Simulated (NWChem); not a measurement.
## Total energies of HBCl

```xyz
3

B      1.1530    -0.4627     0.0000
Cl    -0.4637     0.1207     0.0000
H      2.1185     0.2615     0.0000
```
Charge 0, spin multiplicity 2.

Everything below was run with NWChem. Structure: optimised with UPBE0/def2-SVP, a minimum by its harmonic frequencies.

Basis set: cc-pVQZ (144 functions).

```csv
method,total energy (Ha),relative cost
UHF,-484.76323,1
UMP2,-485.05126,under 3
UB2PLYP,-485.47755,under 3
UPBE,-485.39371,under 3
UB3LYP,-485.64805,under 3
Ur2SCAN,-485.58089,under 3
```

Total energies of different functionals aren't comparable as a measure of quality: only differences taken within one method are. Costs are rough ratios of processor time within this set of runs, SCF included, with UHF as 1.

The correlated methods keep 6 core orbitals frozen. B3LYP has NWChem's definition, with VWN1-RPA local correlation. The structure started from a generated list of species. The unpaired electrons of the parent sit in orbitals of symmetry a' (Cs labels of the run); other states weren't searched. The stability of the SCF solutions was not checked. Open-shell Hartree-Fock references start from PBE0 orbitals; any time given for them includes that run.
